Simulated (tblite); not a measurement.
Compound: N-formylpyrrolidine, C5H9NO.
SMILES with atom numbers: `[O:1]=[CH:2][N:3]1[CH2:4][CH2:5][CH2:6][CH2:7]1` (hydrogens: H8 on C2; H9, H10 on C4; H11, H12 on C5; H13, H14 on C6; H15, H16 on C7)

Computed with GFN2-xTB (tblite), gas phase: Langevin dynamics at 600 K from the optimised GFN2-xTB geometry, time step 0.5 fs, friction 0.01 fs⁻¹, 2000 steps. The instantaneous temperature is 2·E(kin)/(3Nk) with all 3N coordinates.

```
t (fs)  T (K)  E(pot) above start (eV)  O1=C2 (Å)  C2–N3 (Å)  N3–C4 (Å)  C4–C5 (Å)  C5–C6 (Å)  C2–H8 (Å)  O1–C2–N3–C4 (°)
     0    488                    0.000      1.209      1.337      1.454      1.525      1.529      1.108                0
    25    233                    0.604      1.239      1.328      1.432      1.514      1.548      1.138                3
    50    320                    0.748      1.215      1.357      1.503      1.524      1.543      1.099                6
    75    417                    0.763      1.215      1.373      1.526      1.518      1.507      1.135              -12
   100    461                    1.052      1.203      1.346      1.433      1.499      1.516      1.201               -7
   125    524                    1.177      1.236      1.336      1.449      1.531      1.553      1.220               19
   150    772                    0.909      1.212      1.403      1.524      1.506      1.525      1.210               17
   175    606                    1.187      1.194      1.365      1.439      1.449      1.490      1.207               -9
   200    564                    1.094      1.217      1.329      1.455      1.583      1.611      1.197              -23
   225    669                    1.134      1.222      1.405      1.534      1.585      1.586      1.165                5
   250    683                    1.054      1.196      1.316      1.412      1.475      1.465      1.275               12
   275    616                    0.847      1.203      1.358      1.465      1.510      1.565      1.227               -9
   300    578                    1.122      1.238      1.383      1.484      1.584      1.614      1.188              -12
   325    669                    1.006      1.247      1.337      1.376      1.509      1.528      1.097               11
   350    620                    1.054      1.208      1.364      1.448      1.497      1.484      1.114               -4
   375    610                    1.102      1.208      1.337      1.458      1.587      1.591      1.103              -22
   400    661                    0.899      1.223      1.339      1.425      1.566      1.526      1.123               -5
   425    517                    1.241      1.207      1.397      1.516      1.561      1.555      1.126               25
   450    406                    1.555      1.209      1.363      1.429      1.535      1.595      1.158               29
   475    562                    1.372      1.173      1.337      1.415      1.549      1.511      1.171                2
   500    660                    1.114      1.223      1.367      1.486      1.523      1.556      1.183              -19
   525    757                    0.980      1.242      1.331      1.450      1.551      1.551      1.164               -4
   550    589                    1.167      1.189      1.404      1.444      1.567      1.554      1.171               12
   575    600                    0.777      1.220      1.420      1.478      1.577      1.501      1.135                1
   600    499                    1.154      1.269      1.429      1.444      1.533      1.484      1.130               -9
   625    730                    1.246      1.207      1.427      1.404      1.567      1.605      1.121                5
   650    542                    1.033      1.210      1.455      1.426      1.552      1.589      1.089               15
   675    471                    0.905      1.253      1.384      1.415      1.575      1.474      1.046                9
   700    497                    1.006      1.258      1.417      1.436      1.529      1.568      1.061                0
   725    550                    1.034      1.202      1.437      1.429      1.485      1.645      1.098              -13
   750    548                    0.874      1.193      1.397      1.395      1.504      1.639      1.123               -8
   775    585                    0.837      1.253      1.386      1.464      1.538      1.503      1.077                1
   800    479                    1.072      1.203      1.360      1.462      1.549      1.512      1.105               -7
   825    615                    0.818      1.211      1.353      1.492      1.550      1.537      1.104               18
   850    479                    0.881      1.204      1.376      1.455      1.578      1.574      1.054                3
   875    485                    0.862      1.189      1.398      1.444      1.560      1.538      1.051              -22
   900    504                    1.025      1.224      1.343      1.462      1.583      1.505      1.084              -27
   925    568                    1.140      1.181      1.366      1.427      1.583      1.522      1.119               -9
   950    697                    1.121      1.203      1.292      1.381      1.536      1.538      1.125              -12
   975    690                    0.957      1.221      1.260      1.450      1.507      1.530      1.119              -20
  1000    541                    0.933      1.195      1.309      1.460      1.545      1.502      1.093               17
```

Question: From 500 fs on, how do temperature and potential energy compare with equipartition?

Answer: The mean temperature of these 21 frames is 576 K against the target 600 K, and the mean potential energy 1.00 eV against 42 × kT/2 = 1.09 eV for 42 classical harmonic modes. For 16 atoms in a canonical ensemble the temperature itself scatters by T·√(2/(3N)) = 122 K; here its standard deviation is 85 K. The whole run lasts only 10 friction times of 100 fs, so these averages carry a wide statistical error.

Question: What are the kinetic and total energies of the listed frame with the highest potential energy?

Answer: The one at 450 fs, 1.555 eV above the start. Its kinetic energy is 3NkT/2 = 0.840 eV at 406 K, so the sum is 2.39 eV; over the listed frames the sum runs from 1.01 to 2.75 eV, since the thermostat adds and removes energy.

Question: How much do the listed bonds fluctuate from 500 fs on?

Answer: 
```csv
bond,at the start (Å),mean (Å),standard deviation (Å)
O1=C2,1.209,1.217,0.024
C2–N3,1.337,1.377,0.049
N3–C4,1.454,1.443,0.028
C4–C5,1.525,1.547,0.027
C5–C6,1.529,1.544,0.046
C2–H8,1.108,1.107,0.037
```

The motion is classical and holds no zero-point motion.

What follows is the cost of the whole dynamics run. The run took 9.3 s of wall time on an Arm Neoverse V1 with one thread, no GPU, shared host, and the process peaked at 0.18 GiB of memory.
